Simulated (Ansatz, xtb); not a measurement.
A geometry optimisation of H3PSeSi+ with r2SCAN-D4/def2-SVP

The starting geometry of this gas-phase doublet was built from a drawn formula by distance geometry and a force field; its bonds are those of `[SiH]1[PH2+][Se]1`.

```yaml
atoms:
  - { symbol: P, position_ang: [-1.6699, -0.7286, -2.2089] }
  - { symbol: Se, position_ang: [-1.8407, 0.2664, -0.1428] }
  - { symbol: Si, position_ang: [-0.1504, -1.1533, -0.7061] }
  - { symbol: H, position_ang: [1.0113, -0.3558, -0.9763] }
  - { symbol: H, position_ang: [-2.6351, -1.7942, -2.3622] }
  - { symbol: H, position_ang: [-1.2838, 0.1369, -3.1814] }
```

**Question.** Predict what it relaxes into with r2SCAN-D4/def2-SVP.

**Answer.** It keeps its bonds, and is `[SiH]1[PH2+][Se]1`.

The energy falls by 0.40 eV over 6 steps:

```csv
step,E − E(last) (eV)
1,0.399
2,0.033
3,0.004
4,0.000
5,0.000
6,0.000
```

Final geometry (Å):

```xyz
6

P    -1.6120   -0.7734   -2.1825
Se   -1.8911    0.2593   -0.2126
Si   -0.0845   -1.1099   -0.5569
H     1.2104   -0.4401   -0.9036
H    -2.6352   -1.7084   -2.4621
H    -1.5561    0.1439   -3.2599
```

From the same start GFN2-xTB ends elsewhere, differing in P1–Si3 (3.54 against 2.26 Å here).

The end wasn't checked by frequencies. Open shells are spin-unrestricted. Run with Ansatz 0.2.0, 73 s on 1 thread of Arm Neoverse V1, on a shared host.
